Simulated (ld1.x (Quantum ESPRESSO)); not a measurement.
## Which change was made? (Cd, TM)

| Item | Value |
| --- | --- |
| Element | cadmium |
| Generator | ld1.x (Quantum ESPRESSO) 7.5 |
| Type | norm-conserving Troullier–Martins (Kleinman–Bylander form) |
| Functional | LDA (PZ) |
| Relativity | scalar-relativistic |
| Frozen core | [Kr] |
| Valence charge | 12 |
| Reference configuration | 4d10 5s0.5 5p0 (charge +1.5) |
| Partial waves | 5p (bound, empty): rc 2.20 bohr; 4d (bound): rc 1.75 bohr; 4f channel at 0.3 Ry: rc 2.20 bohr; 5s (bound): rc 2.20 bohr |
| Local potential | the s channel |
| Core correction | a·sin(br)/r model core inside 1.75 bohr |

Cutoffs, loose and tight: the cutoffs (Ry, on a coarse ladder) from which the occupation-weighted sum of valence levels, in a spherical-Bessel basis at the reference potential, stays within 10 and 1 mRy of its value at 400 Ry. They do not see the model core or the augmentation charge, which bear on the density cutoff. Test errors are all-electron minus pseudo excitation energies from the reference, over the configurations 4d10 5s2 5p0; 4d10 5s1 5p0; 4d10 5s0 5p0; 4d10 5s0 5p2; 4d8 5s0 5p0; 4d10 5s1 5p1; 4d10 5s1.5 5p0 (two spin-polarised tests are not counted in the largest error); variants that change the core or the reference have their own tests. The largest error is taken over the tests solved by every variant that gives reliable tests at all, those not shown here included: 4d10 5s0 5p0; 4d10 5s0 5p2; 4d10 5s1 5p0; 4d10 5s1.5 5p0; 4d10 5s2 5p0.

The base gives: outcome: generated; cutoff, loose: 70 Ry; cutoff, tight: 110 Ry; bound ghosts: none; largest test error (meV): -8.2.

Question: After one change the result is: outcome: generated; cutoff, loose: 60 Ry; cutoff, tight: 100 Ry; bound ghosts: none; largest test error (meV): -6.3. Which change was it?
A. all radii but the core radius scaled by about 0.83 (s 1.82, p 1.82, d 1.44, f 1.82 bohr)
B. all radii but the core radius scaled by about 1.30 (s 2.86, p 2.86, d 2.26, f 2.86 bohr)
C. all radii but the core radius scaled by about 1.06 (s 2.32, p 2.32, d 1.86, f 2.32 bohr)

Answer: C. The others give: all radii but the core radius scaled by about 1.30 (s 2.86, p 2.86, d 2.26, f 2.86 bohr) → outcome: generated; cutoff, loose: 50 Ry; cutoff, tight: 90 Ry; bound ghosts: none; largest test error (meV): -6.0 | all radii but the core radius scaled by about 0.83 (s 1.82, p 1.82, d 1.44, f 1.82 bohr) → outcome: generated; cutoff, loose: 80 Ry; cutoff, tight: 140 Ry; bound ghosts: p; largest test error (meV): -4.4.
